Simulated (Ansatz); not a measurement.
Computed with Ansatz on PBE0-D4/def2-TZVP structures; ΔE is electronic, products minus reactants. CBS: MP2 limit from def2 TZ/QZ plus the TZ coupled-cluster correction, frozen cores. DFT in def2-TZVPP. B3LYP here is the variant with VWN-RPA as its local correlation; programs differ in this. For Ge outer-core shells are correlated without core-valence functions, which leaves a few kJ/mol of doubt a bond. Scalar relativity is left out up to krypton. Each species was taken in one conformer, which may not be the lowest.

`N=C=C[SiH2][GeH3]` + `O[SiH3]` → `[SiH3][O][GeH3]` + `N=C=C[SiH3]`  (cleavage of the Ge–Si bond)

`N=C=C[SiH2][GeH3]`:

```xyz
12

N    -0.644   -3.182   -0.613
C    -0.387   -2.186    0.033
C     0.020   -1.157    0.730
Si    0.989    0.205   -0.065
Ge   -0.222    2.254    0.008
H    -1.524   -3.205   -1.120
H    -0.254   -1.116    1.780
H     1.252   -0.175   -1.478
H     2.290    0.396    0.634
H     0.602    3.420   -0.568
H    -0.595    2.606    1.460
H    -1.527    2.140   -0.800
```

`O[SiH3]`:

```xyz
6

O    -0.703    0.810    0.702
Si    0.062   -0.257   -0.294
H    -0.196    1.198    1.416
H     1.217    0.374   -0.992
H    -0.951   -0.686   -1.285
H     0.571   -1.439    0.454
```

`[SiH3][O][GeH3]`:

Cartesian coordinates in Å:
```
Si -1.243 0.263 -0.892
O 0.163 0.665 -0.165
Ge 1.307 -0.180 0.899
H -1.054 -0.884 -1.823
H -1.723 1.442 -1.654
H -2.271 -0.128 0.113
H 2.410 0.837 1.205
H 1.853 -1.405 0.146
H 0.558 -0.610 2.171
```

`N=C=C[SiH3]`:

Cartesian coordinates in Å:
```
N -1.776 -0.604 -1.548
C -1.088 -0.560 -0.548
C -0.397 -0.390 0.549
Si 1.080 0.721 0.582
H -1.565 -1.320 -2.236
H -0.721 -0.928 1.435
H 1.272 1.294 -0.774
H 0.894 1.821 1.565
H 2.301 -0.033 0.975
```

```tsv
level	ΔE (kcal/mol)	difference from CCSD(T)/CBS
PBE-D4	-0.3	3.9
r2SCAN-D4	-3.2	1.0
PBE0-D4	-1.4	2.8
B3LYP-D4	-4.7	-0.5
ωB97X-V	-5.3	-1.1
B2PLYP	-5.8	-1.6
PBE	-0.4	3.8
PBE0	-1.6	2.6
B3LYP	-4.9	-0.7
HF/def2-TZVPP	-11.2	-7.0
SCS-MP2/def2-TZVPP	-7.6	-3.4
CCSD/def2-TZVPP	-5.8	-1.6
HF/def2-QZVPP	-11.7	-7.5
MP2/def2-QZVPP	-5.3	-1.1
SCS-MP2/def2-QZVPP	-7.3	-3.1
HF/CBS(def2)	-11.8	-7.6
CCSD(T)/CBS	-4.2	0
```

Largest T1 diagnostic among the species: 0.015.

From PBE to PBE0 (25 % exact exchange), in def2-TZVPP and without D4, ΔE moves by −1.2 kcal/mol. In def2-TZVPP, CCSD(T) changes the Hartree–Fock value by +5.9 kcal/mol (the triples alone add +0.6 kcal/mol) and MP2 by +5.4 kcal/mol.
